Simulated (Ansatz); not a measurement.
Cartesian coordinates in Å:
```
N -1.286 0.979 -0.670
Si -1.008 -0.672 -0.321
S 0.992 -1.423 -0.628
Al 2.015 -0.140 0.795
H -1.019 1.682 0.001
H -1.217 1.325 -1.613
H -1.383 -0.877 1.098
H -1.836 -1.494 -1.235
H 3.581 -0.281 0.942
H 1.160 0.902 1.631
```

The species carries charge 0 and has multiplicity 1.

Problem. List the ωB97M-V/def2-TZVPP orbital energies in eV (the Gaussian-basis code of Ansatz). (Best estimate.)

Solution. Computed: Occupied: -2426.14, -1807.60, -1532.51, -394.30, -220.18, -163.24, -163.20, -163.17, -148.56, -117.10, -102.70, -102.67, -102.66, -76.76, -76.60, -76.55, -26.72, -22.39, -17.53, -16.56, -14.37, -13.68, -12.42, -12.25, -10.85, -10.62, -10.09, -9.64. Lowest empty: 0.14, 1.89, 1.98, 2.39, 2.87, 3.37, 3.74, 3.85.
